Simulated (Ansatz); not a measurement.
System: C4H7Cl2, net charge 0, doublet state. It need not be the lowest isomer of its formula. 
Geometry from a B3LYP-D3(BJ)/def2-TZVP (Ansatz, an electronic-structure program) optimisation:
```
C
H 1 1.0882
C 1 1.5145 2 110.95
H 3 1.0890 1 110.96 2 57.43
H 3 1.0908 4 108.46 1 -122.00
H 3 1.0929 4 108.47 5 -117.65
C 1 1.5341 2 109.53 3 -125.23
H 7 1.0928 1 108.67 2 -174.29
H 7 1.0960 8 107.56 1 115.19
C 7 1.4805 8 108.89 9 118.79
H 10 1.0782 7 123.47 8 32.55
Cl 10 1.7164 11 114.77 7 -160.43
Cl 1 1.8229 2 104.35 7 -116.92
```
Charge 0, spin multiplicity 2.

Basis-set convergence of Hartree-Fock and CCSD(T) correlation energies (hartree) with Ansatz. Valence correlation only, unless marked. Open shells are spin-unrestricted. No spin-orbit coupling. Non-relativistic.

```
basis        functions        E(HF)  E(corr, CCSD(T))
-----------  ---------  -----------  ----------------
cc-pV(D+d)Z        137  -1074.53518          -0.92004
cc-pV(T+d)Z        296  -1074.60770          -1.15880
cc-pV(Q+d)Z        558  -1074.62473          -1.23490
```

Extrapolating the two largest sets (X = 3 and 4) as X^-3: E(corr) = (64·(-1.23490) - 27·(-1.15880))/37 = -1.2904 Eh, an estimate of the basis-set limit. The largest set recovers 95.7 % of it, the smallest 71.3 %.
